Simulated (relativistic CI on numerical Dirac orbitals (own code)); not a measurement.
**Hyperfine structure of W XXX, mass number 183**

Calculated at this level of theory: Dirac-Coulomb-Breit CI, orbitals from a KLI potential per configuration, a model potential for QED, unscaled Slater integrals (own radial code, finite nucleus).

Configurations in the expansion (outside the closed core [Ar] 3d10): 4s2.4p6.4d9, 4s2.4p5.4d10, 4s2.4p6.4d8.4f, 4s.4p6.4d10, 4s2.4p5.4d9.4f, 4s.4p6.4d9.4f, 4s2.4p6.4d8.5s, 4s2.4p6.4d7.4f.5s, 4s2.4p6.4d8.5p, 4s2.4p6.4d8.5d, 4s2.4p5.4d9.5s, 4s2.4p6.4d7.5s2, 4s2.4p6.4d6.4f.5s2, 4s2.4p5.4d7.4f.5s2, 4s.4p6.4d7.4f.5s2. Double excitations out of closed p, d and f shells are left out; levels of such configurations are missing from the list, as are those of other unlisted configurations, and high levels can miss mixing partners.

Nuclear spin I = 1/2, μ = 0.11739 μN (tables of Stone and Pyykkö). The electronic factors are computed for point nuclear moments, without core polarisation or the Bohr-Weisskopf and QED corrections.

```tsv
Level	E (cm⁻¹)	A (MHz)
4s2.4p6.4d9 2D_5/2	0	2198
4s2.4p6.4d9 2D_3/2	132997	5598
4s2.4p5.4d10 2P°_3/2	1454974	9592
4s2.4p6.4d8.4f 4F°_7/2	1547098	1670
4s2.4p6.4d8.4f 4F°_9/2	1569228	1476
4s2.4p6.4d8.4f 4I°_15/2	1589767	1426
```

Levels with J = 0, under 50 % of one LS term, or S terms without an open s electron are left out. Small factors come from cancelling terms and can be off by tens of per cent or more.

At this charge energies of transitions that change n are usually good to better than 1 %, and those within a shell (Δn = 0) to a few per cent.

(1) Give the hyperfine levels of 4s2.4p6.4d9 2D_5/2 relative to its centre of gravity.

Answers

(1) With K = F(F + 1) − I(I + 1) − J(J + 1), E = AK/2: F = 2: -3846, F = 3: 2747 MHz.

LS names give the leading component of a level, which can be under half, so a name can repeat, a term be missing and a line seem to break the LS rules.
